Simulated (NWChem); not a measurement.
## C2H5Be (+1) in NWChem

```xyz
8

Be    -1.2890     1.2900     0.0000
C      0.2211     0.5298     0.0000
C      0.2513    -1.0092     0.0000
H      0.7272     0.9605     0.8881
H      0.7272     0.9605    -0.8881
H     -0.2207    -1.4397    -0.8944
H     -0.2207    -1.4397     0.8944
H      1.3086    -1.3252     0.0000
```
Charge +1, spin multiplicity 1.

Everything below was run with NWChem. The geometry was optimised at B3LYP/def2-SVP, a minimum by its harmonic frequencies.

Symmetry labels belong to the abelian group Cs used in the runs, with the axes of the coordinates shown.

The spin multiplicity of the parent species was assumed, not shown to be that of its ground state. The structure started from a generated list of species.

### Question
List the lowest 3 singlet excitations that TD-BHandHLYP/def2-SVP gives, with oscillator strengths.

### Answer
```
state  symmetry  energy (eV)  wavelength (nm)      f
-----  --------  -----------  ---------------  -----
1            a'         3.49              355  0.144
2            a"         4.49              276  0.002
3            a'         5.20              239  0.021
```
